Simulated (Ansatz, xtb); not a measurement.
# Relative energy of two isomers of C5H4OS2

We compare I, `OC1=CC(=S)SC=C1`, a singlet, with II, `O=C1C=CSC(S)=C1`, a singlet. Both are isolated molecules in the gas phase, relaxed with PBE0-D3(BJ)/def2-SVP; the shapes shown needn't be the lowest conformers.

I (Å):

```
atom    x (Å)    y (Å)   z (Å)
   C  -1.1565  -0.2293  2.7004
   C  -1.0213   1.1437  2.3052
   C   0.1754   1.6794  1.9615
   C   1.2592  -0.8158  2.4589
   C  -0.1012  -1.1078  2.7639
   O  -2.3685  -0.6957  3.0279
   S   1.6645   0.8298  1.9452
   S   2.5122  -1.8860  2.5412
   H  -3.0269   0.0029  2.9471
   H  -1.9132   1.7770  2.2808
   H   0.2583   2.7285  1.6631
   H  -0.3101  -2.1329  3.0768
```

II (Å):

```xyz
12

C    -1.3617   -0.9776    2.6536
C    -1.9053    0.1652    1.9038
C    -1.2208    1.2810    1.5908
C     0.8727    0.1583    2.8645
C     0.0341   -0.8838    3.0879
O    -2.0445   -1.9586    2.9013
S     0.4278    1.6033    2.0013
S     2.5294    0.1120    3.4597
H    -2.9480    0.0693    1.5912
H    -1.6758    2.1022    1.0293
H     2.9003    1.3198    2.9812
H     0.4010   -1.7532    3.6411
```

Quicker runs give these differences E(II) − E(I): GFN2-xTB +6.90 kcal/mol; HF/STO-3G −11.84 kcal/mol (at GFN2-xTB geometries); r2SCAN-D4/def2-SVP +3.34 kcal/mol (at GFN2-xTB geometries).

Question: Estimate E(II) − E(I) at the level CCSD(T)/def2-SVP + ΔMP2/def2-TZVPP.

Answer: CCSD(T)/def2-SVP + ΔMP2/def2-TZVPP gives E(II) − E(I) = +0.30 kcal/mol, slightly favouring structure I, which is too small a margin to settle the true order.

The same difference at several levels:

| level | geometry | E(II) − E(I) (kcal/mol) | departure from the last row (kcal/mol) | job, with rough time for the two |
| --- | --- | --- | --- | --- |
| GFN2-xTB | GFN2-xTB | +6.90 | +6.60 | optimisation, 0.13 s |
| HF/STO-3G | GFN2-xTB | −11.84 | −12.15 | single point, 0.66 s |
| r2SCAN-D4/def2-SVP | GFN2-xTB | +3.34 | +3.04 | single point, 8.1 s |
| PBE0-D3(BJ)/def2-SVP | PBE0-D3(BJ)/def2-SVP | +2.54 | +2.24 | optimisation, 49 s |
| HF/def2-SVP | PBE0-D3(BJ)/def2-SVP | −2.86 | −3.16 | part of the CCSD(T) run |
| MP2/def2-SVP | PBE0-D3(BJ)/def2-SVP | +0.60 | +0.30 | part of the CCSD(T) run |
| CCSD(T)/def2-SVP | PBE0-D3(BJ)/def2-SVP | −1.51 | −1.81 | single point |
| CCSD(T)/def2-SVP + ΔMP2/def2-TZVPP | PBE0-D3(BJ)/def2-SVP | +0.30 |  | single point, 2.3 min |

As drawn, II has 1 C=O, 1 C–S, 1 S–H in place of 1 C–O, 1 C=S, 1 O–H.

The largest departure from CCSD(T)/def2-SVP + ΔMP2/def2-TZVPP is that of HF/STO-3G, 12.15 kcal/mol. The last row adds to CCSD(T) the change of the MP2 difference between the two basis sets, here +1.81 kcal/mol.

With thermal terms from frequencies at re-optimised GFN2-xTB minima (ideal gas, soft modes damped towards free rotors, one conformer each, 298.15 K, 1 atm): on the last row, ΔE + ΔZPE = −1.73, ΔH = −1.50, ΔG = −1.99 kcal/mol.

The correlated steps freeze 16 core orbitals. Programs: Ansatz 0.2.0, xtb 6.7.1; the last row on 2 threads of Arm Neoverse V2 on a shared host.
